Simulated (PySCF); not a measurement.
From computed data to an observable: entropy of an ideal gas

BH3N, SMILES [NH]B, multiplicity 2.

Coordinates come from a PBE-D3(BJ)/def2-TZVP optimisation. The isomer is the one that the SMILES or the coordinates give; other isomers of the formula were not compared.

PBE-D3(BJ)/def2-TZVP run with PySCF gives the harmonic wavenumbers 237, 313, 707, 852, 997, 1411, 2370, 2456, 3677 cm⁻¹ and the rotational temperatures 10.6908, 1.4347, 1.2649 K. The molar mass is 27.84 g/mol, the symmetry number 1, the spin multiplicity 2.

Problem. Work out the entropy at 298.15 K and 1 atm in the rigid-rotor, harmonic-oscillator model.

Solution. 
Translation (Sackur–Tetrode at 1 atm): S = R[1.5 ln M + 2.5 ln T − 1.16487] = 150.2 J/(mol K).
Rotation: q = (√π/σ) T^1.5/√(θA θB θC) = 2070, S = R[ln q + 3/2] = 76.0 J/(mol K).
Vibration: with u = 1.4388 ν/T, each mode gives R[u/(e^u − 1) − ln(1 − e^−u)]:
```
ν (cm⁻¹)  modes     u  S (J/(mol K))
--------  -----  ----  -------------
237           1  1.14           7.64
313           1  1.51           5.63
707           1  3.41           1.25
852           1  4.11           0.71
997           1  4.81           0.40
1411          1  6.81           0.07
```
The stiffer modes add less than 0.005 each. Sum 15.7 J/(mol K).
Spin: R ln 2 = 5.8 J/(mol K).
Total 247.7 J/(mol K); the program's own thermochemistry gives 247.7. Translation makes up 61 % and vibration 6 %. Anharmonicity, hindered rotation and orbital degeneracy are left out.
